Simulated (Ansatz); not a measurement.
A nudged elastic band was laid between two geometries of C2H6SeTe (10 atoms, charge 0, multiplicity 1).

Level of theory: RKS PBE/def2-SVP (Ansatz 0.2.0).

```yaml
movable_images: 7
climbing_image: yes
spring: 5.0 eV/Å²
optimiser: quadratic models (default)
start_path: IDPP
force_threshold: 0.5 eV/Å
iteration_limit: 60
end_points: relaxed
```

Image 0:

```xyz
10
Properties=species:S:1:pos:R:3
C -0.163 1.033 0.180
C -0.409 -0.454 -0.016
Se 0.843 -1.621 0.979
Te -0.316 -1.091 -2.126
H 0.863 1.319 -0.124
H -0.885 1.635 -0.410
H -0.285 1.305 1.251
H -1.442 -0.739 0.267
H 0.632 -0.950 2.299
H 1.245 -0.487 -2.297
```

Image 8:

```xyz
10
Properties=species:S:1:pos:R:3
C -0.172 1.262 0.031
C -0.368 -0.242 0.196
Se 0.958 -0.908 1.508
Te -0.370 -1.325 -1.735
H 0.830 1.500 -0.378
H -0.929 1.680 -0.661
H -0.274 1.779 1.011
H -1.377 -0.468 0.592
H 0.524 -2.325 1.431
H 1.261 -1.003 -1.990
```

Task: What changes between the two ends?

Result: No bond is made or broken. The dihedral H8–C2–Se3–H9 goes from -73 to 60°.

Task: Give the energies along the band, and the barrier.

Result: It converged. The highest image is number 4 of 0 to 8, 0.131 eV above the first end and 0.104 eV above the last; the last end lies 0.027 eV above the first. The threshold of 0.5 eV/Å is loose, so the images may lie well off the minimum-energy path. The order of the stationary point at the top wasn't checked.

| image | path coordinate (Å) | energy (eV) | dihedral H8–C2–Se3–H9 (°) |
| --- | --- | --- | --- |
| 0 | 0.00 | 0.000 | -73 |
| 1 | 0.33 | 0.020 | -58 |
| 2 | 0.67 | 0.067 | -41 |
| 3 | 1.00 | 0.113 | -22 |
| 4 | 1.33 | 0.131 | -4 |
| 5 | 1.67 | 0.113 | 15 |
| 6 | 2.00 | 0.076 | 31 |
| 7 | 2.33 | 0.041 | 46 |
| 8 | 2.66 | 0.027 | 60 |

Task: What is the geometry of the highest image?

Result: 
```xyz
10
Properties=species:S:1:pos:R:3
C -0.090 1.177 -0.013
C -0.300 -0.337 0.100
Se 1.078 -1.164 1.255
Te -0.522 -1.264 -1.935
H 0.899 1.414 -0.449
H -0.870 1.645 -0.649
H -0.127 1.645 0.995
H -1.265 -0.560 0.596
H 0.178 -1.644 2.333
H 1.103 -0.963 -2.229
```

Time of the run: 55 s on 2 threads of Arm Neoverse V1, with other jobs on the host, peak memory 0.17 GiB.
